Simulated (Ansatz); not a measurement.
ClH$_{5}$O$_{2}$Si$_{2}$, SMILES `O[SiH](O)[SiH2]Cl`, relaxed with RKS PBE0-D4/def2-TZVP in Ansatz from a GFN2-xTB geometry. The force threshold is 0.005 eV/Å; the program also tests the step.

The species carries charge 0 and has multiplicity 1.

Start:

```xyz
10

O     0.664   -1.579   -0.914
Si    0.762   -0.236   -0.015
O     0.924   -0.755    1.525
Si   -1.231    0.802   -0.472
Cl   -1.536    2.322    0.852
H     1.208   -2.337   -0.715
H     1.989    0.504   -0.345
H     0.934   -0.150    2.260
H    -1.263    1.437   -1.793
H    -2.451   -0.009   -0.381
```

```tsv
step	energy (eV)	largest force (eV/Å)	largest move (Å)
1	-32445.0165	0.763	0.000
2	-32445.0991	0.351	0.134
3	-32445.1302	0.206	0.067
4	-32445.1402	0.180	0.066
5	-32445.1426	0.481	0.138
6	-32445.1485	0.052	0.034
7	-32445.1487	0.014	0.008
8	-32445.1487	0.007	0.004
9	-32445.1488	0.012	0.013
10	-32445.1490	0.015	0.044
11	-32445.1490	0.021	0.018
12	-32445.1490	0.013	0.003
13	-32445.1491	0.013	0.025
14	-32445.1491	0.013	0.010
15	-32445.1491	0.010	0.004
16	-32445.1491	0.005	0.005
17	-32445.1491	0.008	0.014
18	-32445.1491	0.007	0.002
19	-32445.1491	0.001	0.001
```

End:

```xyz
10

O     0.714   -1.659   -0.936
Si    0.704   -0.320    0.003
O     0.734   -0.794    1.578
Si   -1.279    0.823   -0.497
Cl   -1.326    2.414    0.834
H     1.431   -2.287   -0.829
H     1.888    0.553   -0.255
H     0.953   -0.135    2.240
H    -1.316    1.392   -1.868
H    -2.503    0.014   -0.271
```

Run time 27 s (2 threads of an AMD EPYC 7R13 on a shared host and a share of an NVIDIA H100 80 GB); peak host memory 0.9 GiB.
